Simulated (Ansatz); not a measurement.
Pulling the pair apart

The pair of Li⁺ (SMILES [Li+], atom 1) and CH$_{4}$O (SMILES CO, atoms 2–7), both closed shells, in one local arrangement (a lower one may exist), relaxed at PBE0-D4/def2-TZVP:

Li1  (-0.140, 0.364, -2.285)
C2  (0.303, -0.270, 0.538)
O3  (-0.462, 0.376, -0.507)
H4  (0.679, 0.476, 1.237)
H5  (1.142, -0.776, 0.063)
H6  (-0.317, -1.004, 1.052)
H7  (-1.205, 0.833, -0.099)
(Å)

CH$_{4}$O is shifted rigidly along the line between the mean atom positions of the two fragments (negative: closer). Counterpoise interaction energies in kJ/mol. Ansatz 0.2.0; basis: def2-TZVPPD; cores frozen in the correlated methods. The outer core shell of Li, Na, Mg and K is correlated.

```
shift (Å)  PBE0-D4  r2SCAN-D4  wB97M-V
    -0.18   -149.1     -138.2   -146.1
    -0.09   -158.9     -149.0   -156.5
     0.00   -161.7     -152.6   -159.7
     0.09   -159.8     -151.5   -158.3
     0.22   -152.4     -145.1   -151.3
     0.45   -133.1     -126.9   -131.9
     0.90    -97.1      -91.5    -94.0
     1.81    -50.4      -48.0    -48.8
```

Problem. What does CCSD(T) give at these shifts? (Judge from chemistry; the value comes from the calculation.)

Solution. Computed: -138.6, -149.8, -153.8, -152.9, -146.6, -128.2, -91.8, -48.1 kJ/mol. For zero shift, CCSD(T) at an estimated basis limit (MP2 extrapolated from triple and quadruple zeta, plus CCSD(T) − MP2 in triple zeta) gives -158.4 kJ/mol. These are counterpoise interaction energies, counted from the two frozen fragments.

T1 diagnostic: at most 0.010.

For scale, one of the runs: CCSD(T)/def2-TZVPPD, 167 basis functions, launched by `ansatz run in.yaml --threads 2 --pin off --events-out ev --progress --plain --max-ram 5222MiB`. Hardware: 2 CPU threads, shared host. Wall time 13 s; peak host memory 1.6 GiB.
